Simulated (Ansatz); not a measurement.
K2Na6⁺. The state is a doublet with charge 1. Geometry PBE0/def2-SVP, basis def2-TZVP, Ansatz.

Cartesian coordinates in Å:
```
Na 3.0912 -0.2245 0.0084
Na 1.5289 1.0500 2.9912
Na 0.6100 -3.4181 -1.2525
Na -2.4764 1.1713 2.2501
Na -0.2249 -0.8070 0.7003
Na 0.6375 -0.2271 -2.7588
K 0.1732 2.9960 -0.3979
K -3.3395 -0.5407 -1.5406
```

```csv
run,HOMO (eV),LUMO (eV)
A,-5.43,-4.94
B,-5.51,-4.73
C,-5.82,-4.40
D,-5.46,-4.52
E,-7.13,-2.94
```

LC-ωPBE has ω = 0.4 bohr⁻¹. HSE06 is defined as in plane-wave codes, on full-range PBE exchange. Another isomer (doublet) lies 0.07 eV lower at PBE0/def2-TZVP; other spin states weren't run for this one.

HOMO and LUMO are taken over both spins.

**Question.** The runs used HSE06, LC-ωPBE, PBE, PBE0, r2SCAN. Estimate which is which.

**Answer.** A PBE (0 % exact exchange); B HSE06 (range-separated); C PBE0 (25 % exact exchange); D r2SCAN (0 % exact exchange); E LC-ωPBE (range-separated). Exact exchange lowers occupied and raises empty levels; among semilocal functionals meta-GGAs tend to open the gap a little, and such runs are hard to tell apart. The gap grows from 0.48 eV (PBE) to 4.19 eV (LC-ωPBE). At r2SCAN/def2-TZVP, LC-ωPBE/def2-TZVP the charge 1 doublet is spin-contaminated (final ⟨S²⟩ up to 1.03, 0.75 for a pure state).
